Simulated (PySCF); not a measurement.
**How exact exchange moves a shielding**

Molecule: `[SiH3]OC1C=C1`, C$_{3}$H$_{6}$OSi.

Mapped SMILES: `[SiH3:1][O:2][CH:3]1[CH:4]=[CH:5]1`. Each H is labelled by its parent atom.

GIAO shieldings (ppm, equivalent atoms averaged) in PySCF 2.14 on the PBE0-D3(BJ)/def2-SVP geometry, basis pcSseg-2, gas phase, non-relativistic:

| functional | exact exchange (%) | σ(Si1) | σ(O2) | σ(C4/C5) | σ(C3) |
| --- | --- | --- | --- | --- | --- |
| BLYP | 0 | 361.2 | 251.1 | 43.4 | 121.4 |
| BP86 | 0 | 366.5 | 257.6 | 47.2 | 125.1 |
| PBE | 0 | 367.6 | 257.7 | 47.0 | 125.5 |
| B3LYP | 20 | 372.9 | 260.6 | 46.3 | 128.4 |
| PBE0 | 25 | 382.7 | 268.3 | 50.8 | 133.7 |
| mPW1PW91 | 25 | 381.8 | 268.1 | 50.2 | 133.0 |
| HF | 100 | 428.7 | 286.5 | 59.5 | 152.2 |

**Question.** Fit each shielding as a line in the percentage of exact exchange.

**Answer.** σ(Si1) = 364.7 + 0.64 x (rms 2.7 ppm); σ(O2) = 256.7 + 0.31 x (rms 3.1 ppm); σ(C4/C5) = 45.9 + 0.14 x (rms 1.6 ppm); σ(C3) = 124.5 + 0.28 x (rms 1.7 ppm). The functionals also differ in their semilocal parts, which the line can't hold; Hartree–Fock has no correlation at all.

**Question.** What does the line predict for BHandHLYP (50 %), and what does the run give?

**Answer.** σ(Si1): 396.7 predicted, 391.9 computed; σ(O2): 272.2 predicted, 271.3 computed; σ(C4/C5): 52.9 predicted, 50.7 computed; σ(C3): 138.5 predicted, 137.8 computed ppm.
